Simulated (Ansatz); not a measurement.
Species: [W(Cl)5(F)] (charge 0, multiplicity 1), formula Cl5FW.

**Question.** How many basis functions does frozen-core CCSD(T)/def2-TZVPP // r2SCAN-D4/def2-SVP in Ansatz (a first-principles code) use, how many core orbitals are frozen, and how many electrons are correlated?

**Answer.** 297 basis functions and 26 frozen orbitals, which leaves 56 correlated electrons. Core time is of the order of hours.
